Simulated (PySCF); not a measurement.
ZnSi: input and log

State: ³Π (triplet), unpaired electrons σ ↑, π ↑, a second solution, started from another occupation.

An equivalent input (the run itself took its basis sets from the Basis Set Exchange, started from a PBE0 density and held the occupation σ 12α 11β, πx 5α 4β, πy 4α 4β, δx 1α 1β, δy 1α 1β):

```python
from pyscf import gto, dft
mol = gto.M(atom='Zn 0 0 0; Si 0 0 2.396', basis={'Zn': 'def2-TZVPP', 'Si': 'def2-TZVPP'},
            charge=0, spin=2, verbose=4, symmetry='C2v')
mf = dft.UKS(mol, xc='PBE0')
mf.grids.atom_grid = (80, 434)
mf.grids.prune = dft.gen_grid.treutler_prune
mf.irrep_nelec = {'A1': (13, 12), 'A2': (1, 1), 'B1': (5, 4), 'B2': (4, 4)}
mf.conv_tol = 1e-9
mf.max_cycle = 60
mf.diis_space = 10
mf.kernel()
```

The log (some set-up lines and the per-cycle HOMO/LUMO lines removed):

```
******** <class 'pyscf.dft.uks_symm.SymAdaptedUKS'> ********
method = SymAdaptedUKS
damping factor = 0
level_shift factor = 0
DIIS = <class 'pyscf.scf.diis.CDIIS'>
diis_start_cycle = 1
diis_space = 10
diis_damp = 0
SCF conv_tol = 1e-09
SCF conv_tol_grad = None
SCF max_cycles = 60
number electrons alpha = 23  beta = 21
Set gradient conv threshold to 3.16228e-05
init E= -2068.39824540909
cycle= 1 E= -2068.39846030893  delta_E= -0.000215  |g|= 0.00962  |ddm|= 0.0594
cycle= 2 E= -2068.39849229594  delta_E= -3.2e-05  |g|= 0.0139  |ddm|= 0.019
cycle= 3 E= -2068.39852997303  delta_E= -3.77e-05  |g|= 0.00361  |ddm|= 0.0072
cycle= 4 E= -2068.39853458296  delta_E= -4.61e-06  |g|= 0.000865  |ddm|= 0.0036
cycle= 5 E= -2068.39853647811  delta_E= -1.9e-06  |g|= 0.000405  |ddm|= 0.00353
cycle= 6 E= -2068.39853687885  delta_E= -4.01e-07  |g|= 0.000116  |ddm|= 0.00209
cycle= 7 E= -2068.39853690084  delta_E= -2.2e-08  |g|= 5.45e-05  |ddm|= 0.000445
cycle= 8 E= -2068.398536904  delta_E= -3.16e-09  |g|= 9.12e-06  |ddm|= 0.000161
cycle= 9 E= -2068.39853690406  delta_E= -6.09e-11  |g|= 2.27e-06  |ddm|= 1.7e-05
Extra cycle  E= -2068.39853690406  delta_E= -2.27e-12  |g|= 4.82e-06  |ddm|= 4.61e-06
converged SCF energy = -2068.39853690406  <S^2> = 2.0105384  2S+1 = 3.0070174
```

Repeating this along the bond gives Re = 2.679 Å and ωe = 164 cm⁻¹.

A point of this curve took 4.3 CPU seconds beside 0.82 for the integrals, on Arm Neoverse V1 (shared host).
